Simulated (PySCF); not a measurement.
A run for PySCF: R-BP86/LANL2DZ on FGeH (SMILES [F][GeH]), a point of a bond scan (R = 1.776 Å).

```python
from pyscf import gto, scf, dft, mp
from pyscf.data.elements import chemcore

mol = gto.M(
    atom='''
    Ge   -0.11370409   -0.22690637    0.28076938
    H    -1.07159693   -1.13611608   -0.90716970
    F     0.51367187    0.92382939   -0.90949390
    ''',
    basis='lanl2dz',
    ecp={'Ge': 'lanl2dz'},
    charge=0, spin=0, verbose=3, max_memory=1800)
mf = dft.RKS(mol, xc='b88,p86')
mf.conv_tol = 1e-8
mf.max_cycle = 100
mf.kernel()
if not mf.converged:
    mf = mf.newton().run(mf.mo_coeff, mf.mo_occ)
```

It printed:

```
converged SCF energy = -104.236309228147
```

The calculation finished and met its thresholds.

Cost: roughly 1.4 core-seconds.
